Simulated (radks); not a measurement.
Species: Nd2+. Configuration: [Xe] 4f4. Calculated with a radial shooting solver on a logarithmic mesh with Libxc functionals: Dirac Kohn-Sham, BP86, spin-unpolarised, spherical densities, point nucleus; open shells are shared between the two j in proportion to 2j + 1.

Spin-orbit splittings of the eigenvalues, e(l+1/2) - e(l-1/2), with zeta = 2 splitting/(2l+1) and mean radii in bohr:

shell  occ.  splitting (eV)  zeta (eV)  <r> j=l-1/2  <r> j=l+1/2
2p        6           520.3      346.9      0.08421      0.09062
3p        6           103.9      69.24       0.2556       0.2681
3d       10           22.45      8.978       0.2394       0.2433
4p        6               ?          ?       0.6238       0.6520
4d       10           3.976      1.590       0.7016       0.7117
4f        4          0.4093     0.1169        1.074        1.090
5p        6           3.062      2.041        1.655        1.741

Estimate the 4p splitting.

Answer. 22.52 eV (zeta = 15.01 eV).
